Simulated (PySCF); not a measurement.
A GIAO shielding run with PySCF 2.14.0 with density-fitted response routines (density fitting, non-relativistic, gas phase) on `C=C([Si@@H](O)C[SiH3])[S@@](C)=O`, C4H12O2SSi2:

```
$ OMP_NUM_THREADS=1 python probes_run.py task.json out

{"job": {"kind": "nmr", "xc": "PBE0", "basis": "pcSseg-1"}, "charge": 0, "multiplicity": 1}
C      0.221374     1.813748     1.093276
C     -0.242763     0.577298     1.066762
Si     0.719448    -1.014109     0.660261
O     -0.291316    -2.261275     0.828742
C      1.329867    -1.022922    -1.137096
Si     2.053281     0.581078    -1.835631
S     -1.978480     0.385712     1.568428
C     -2.583516     0.159782    -0.159883
O     -2.092288    -0.952343     2.193969
H      1.237833     2.040248     0.817260
H     -0.392013     2.654483     1.384047
H      1.823229    -1.063315     1.626262
H     -1.048073    -2.094521     1.428950
H      0.521963    -1.355922    -1.789619
H      2.092443    -1.798100    -1.198426
H      3.129304     1.073516    -0.972030
H      1.007051     1.605050    -1.943469
H      2.590530     0.326710    -3.176142
H     -2.376344     1.071206    -0.708565
H     -2.077625    -0.687201    -0.609234
H     -3.652823    -0.022179    -0.117601
```

Hardware: 1 thread of an Arm Neoverse N1, shared host. The job also computes population analyses, field gradients.

**Question.** How large is the calculation?

**Answer.** 96 electrons, 234 basis functions and 1285 auxiliary functions.

**Question.** How long does it take, and how much memory does it need?

**Answer.** 88 s of wall time, with 15 SCF cycles and 5 response iterations; peak memory 1.1 GiB. Times on a shared host scatter by some tens of per cent.
